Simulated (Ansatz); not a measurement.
Consider the redistribution: `B[SiH2]CS[SiH3]` + `F[SiH2]O[SiH2]Cl` → `B[SiH2]O[SiH2]F` + `[SiH3]SC[SiH2]Cl`.

Program: Ansatz. Geometries: PBE0-D4/def2-TZVP. ΔE: electronic, gas phase. CBS: MP2 limit from def2 TZ/QZ plus the TZ coupled-cluster correction, frozen cores. DFT in def2-TZVPP. Each species was taken in one conformer, which may not be the lowest.

`B[SiH2]CS[SiH3]`:

Z-matrix (Å, degrees):
```
Si
C 1 1.887
B 1 2.011 2 114.7
H 1 1.490 2 108.3 3 -123.7
H 1 1.493 2 108.9 3 119.5
S 2 1.828 1 112.9 3 -179.9
H 2 1.093 1 111.9 3 -55.1
H 2 1.093 1 109.7 3 62.8
H 3 1.197 1 119.5 2 -172.7
H 3 1.197 1 123.4 2 8.7
Si 6 2.125 2 100.8 1 85.0
H 11 1.488 6 110.0 2 54.9
H 11 1.483 6 105.4 2 174.1
H 11 1.486 6 113.1 2 -65.9
```

`F[SiH2]O[SiH2]Cl`:

Z-matrix (Å, degrees):
```
Si
O 1 1.624
F 1 1.593 2 109.1
H 1 1.475 2 108.0 3 -117.1
H 1 1.477 2 110.4 3 118.1
Si 2 1.626 1 148.3 3 -64.1
Cl 6 2.050 2 109.9 1 -29.0
H 6 1.477 2 110.0 1 89.5
H 6 1.476 2 108.5 1 -147.0
```

`B[SiH2]O[SiH2]F`:

Cartesian coordinates in Å:
```
B -1.147 -0.724 1.534
Si -0.317 -1.257 -0.211
O 0.443 -0.035 -1.021
Si 0.980 1.484 -0.911
F 1.940 1.621 0.357
H -1.126 0.389 1.970
H -1.705 -1.561 2.182
H -1.377 -1.796 -1.109
H 0.675 -2.343 0.026
H -0.142 2.427 -0.702
H 1.776 1.796 -2.115
```

`[SiH3]SC[SiH2]Cl`:

```xyz
12

Si    1.238   -1.784   -0.100
S    -0.832   -1.332   -0.370
C    -1.046    0.201    0.595
Si   -0.708    1.751   -0.392
Cl    1.307    1.893   -0.777
H     1.627   -1.402    1.283
H     2.143   -1.116   -1.066
H     1.332   -3.253   -0.287
H    -0.444    0.166    1.506
H    -2.096    0.208    0.907
H    -1.094    2.955    0.386
H    -1.427    1.711   -1.685
```

Is it downhill or uphill in electronic energy at CCSD(T)/CBS, and by how much? (An estimate is asked.)

Ansatz gave: Uphill: ΔE = +2.6 kcal/mol.

What do these levels give: ωB97X-V, r2SCAN, PBE0, HF/def2-TZVPP, SCS-MP2/def2-TZVPP, CCSD(T)/def2-TZVPP? (An estimate is asked.)

Ansatz gave: ωB97X-V 2.3, r2SCAN 2.8, PBE0 3.0, HF/def2-TZVPP 3.0, SCS-MP2/def2-TZVPP 2.8, CCSD(T)/def2-TZVPP 3.0 kcal/mol.

Largest T1 diagnostic among the species: 0.012.

The D4 term adds −0.9 kcal/mol with B3LYP and −0.5 kcal/mol with PBE0; it sums over pairs of atoms, weighted by their polarisabilities, and B3LYP, whose exchange is more repulsive, gets the larger term.

B3LYP here is the variant with VWN-RPA as its local correlation; programs differ in this.
